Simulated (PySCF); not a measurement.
HAl, charge -1, doublet, at the geometry of the source list (a state made from the parent by changing its charge; the spin is typed, not shown lowest) (in this run its highest filled SCF level lies above zero, so its values depend strongly on the basis, on diffuse functions most of all). Base run: CCSD(T)/def2-SVP (PySCF).

PySCF was given this input:
```python
from pyscf import gto, scf, cc

mol = gto.M(
    atom='''
Al    0.449500    0.136300   -0.657200
H    -0.449500   -0.136300    0.657200
''',
    basis='def2-svp',
    charge=-1,
    spin=1,
    verbose=4,
)

mf = scf.UHF(mol)
mf.kernel()

mycc = cc.CCSD(mf)
mycc.kernel()
et = mycc.ccsd_t()
print('E(CCSD(T)) = %.10f' % (mycc.e_tot + et))
mf.analyze()
```

Variants of this job, named by their change:

| change | ΔE vs base (kcal/mol) | MP2 correlation (Eh) | CC correlation without the perturbative part (Eh) | basis functions |
|---|---|---|---|---|
| base | 0.000 | -0.06010 | -0.07943 | 23 |
| cc.conv_tol = 1e-9 | 0.000 | -0.06010 | -0.07943 | 23 |
| cart = on | -7.03 | -0.06623 | -0.08578 | 24 |
| cc.level_shift = 0.2 | 0.000 | -0.06010 | -0.07943 | 23 |
| cc.diis_space = 3 | 0.000 | -0.06010 | -0.07943 | 23 |
| cc.conv_tol = 1e-5 | 0.000 | -0.06010 | -0.07943 | 23 |
| cc.iterative_damping = 0.8 | 0.000 | -0.06010 | -0.07943 | 23 |
| frozen = 6 | 32.48 | -0.01977 | -0.02888 | 23 |
| frozen = 5 | 4.94 | -0.05220 | -0.07184 | 23 |
| method = cisd | 2.54 | - | - | 23 |

Open shells are given as the SCF converged; they aren't shown to be the lowest states, and a large step between rows can be another state.
